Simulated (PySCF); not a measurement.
**Unknowns**

PySCF 2.14.0 with density-fitted response routines calculation with structure optimised with GFN2-xTB, shieldings: GIAO PBE0/pcSseg-1 and J: B3LYP/pcJ-1 (spin–dipole term left out of most H,H and C,H couplings); no relativistic terms, one computed conformer, no solvent, fast rotation and ring inversion assumed for equivalent nuclei.

Chemical shifts δ = σref − σ; 1H, 13C vs TMS, all at this level. Multiplet labels drop J under 1 Hz and among equivalent protons, and merge close values. Unscaled 3J(H,H) run several per cent high. Splittings of carbon signals by F and P are missing where no couplings were computed. Where no couplings were computed, multiplicities follow the n + 1 count of equivalent neighbours, and m marks all less simple cases (inequivalent or close neighbours, rings, F or P nearby). Vicinal couplings that depend on rotamer populations or ring flexing (ring, CH–CH, X–H and H–F types) are those of the one conformer. One-bond C–F couplings are unscaled and too large by tens of Hz. Shifts are as computed. Against solution values, carbons near 30 ppm lie about +3 ppm off and those near 130 ppm about +5 ppm. Of 1211 compounds with measured shifts, 218 miss one by over three times the rms of a fit or turn the order of signals round; such compounds aren't used in these exercises.

(1) C₅H₉F. 1H NMR (500 MHz, computed): δ 6.13 (m, 1H), 5.70 (dqd, J = 13.1, 7.9, 2.3 Hz, 1H), 5.67 (m, 1H), 1.70 (m, 3H), 1.34 (m, 3H). 13C{1H} NMR (computed): δ 142.1 (CH, d, J = 28.1 Hz), 131.6 (CH, d, J = 10.8 Hz), 90.4 (CH, d, J = 215.4 Hz), 24.8 (CH3, d, J = 24.7 Hz), 16.9 (CH3). Identify the compound.

(2) C₈H₁₄NP. 1H NMR (300 MHz, computed): δ 7.88 (m, 1H), 7.20 (m, 1H), 4.03 (q, 2H), 2.82 (m, 1H), 1.42 (d, 6H), 1.41 (t, 3H). 13C{1H} NMR (computed): δ 169.4 (C), 157.9 (CH), 129.0 (CH), 50.3 (CH2), 35.3 (CH), 32.0 (CH3), 21.5 (CH3). Identify the compound.

(3) C₆H₄F₃N. 1H NMR (500 MHz, computed): δ 5.86 (m, 1H), 2.14 (s, 3H). 13C{1H} NMR (computed): δ 228.5, 131.5, 117.2, 95.4, 91.3, 20.9. Identify the compound.

Results:

(1) SMILES C/C=C\[C@H](C)F. Rings plus π bonds: 1 (no ring in the answer). 5 carbon signals for 5 carbons: no two carbons are equivalent. Carbon types of the structure: 3 × CH, 2 × CH3, which accounts for all hydrogens. δC 142.1, 131.6: alkene CH; the olefinic region. δC 90.4: allylic sp3 CH bonded to F; pulled downfield by the heteroatom. δC 24.8: methyl carbon; saturated and bonded to C and H only. δH 5.67: hydrogen on an allylic sp3 CH bonded to F; its carbon carries F, an electronegative neighbour.

The data come from this structure; uniqueness wasn't tested.

(2) `CC(C1=CN(CC)C=P1)C`. 7 carbon signals for 8 carbons: some carbons are equivalent by symmetry or fast rotation. Carbon types of the structure: 1 × C, 3 × CH, 1 × CH2, 3 × CH3, which accounts for all hydrogens. δC 169.4: substituted aromatic carbon. δC 157.9, 129.0: aromatic CH next to a ring nitrogen. δC 50.3: sp3 CH2 bonded to N; the inductive effect lowers its shielding. δH 4.03: hydrogen on an sp3 CH2 bonded to N; its carbon carries N, hence the downfield position.

This is the structure that produced the data.

(3) `C(C(C)=C=CC(F)(F)F)#N`. The formula gives 4 degrees of unsaturation (no ring in the answer). 6 carbon signals for 6 carbons: no two carbons are equivalent. Carbon types of the structure: 4 × C, 1 × CH, 1 × CH3, which accounts for all hydrogens. δC 228.5: central carbon of an allene; the central sp carbon of an allene is among the most deshielded carbons of hydrocarbons. δC 131.5: CF3 carbon; 3 electronegative neighbours deshield it. δC 117.2: nitrile carbon; typical of a nitrile. δC 95.4, 91.3: terminal carbon of a cumulated C=C=C unit.

This is the structure that produced the data.
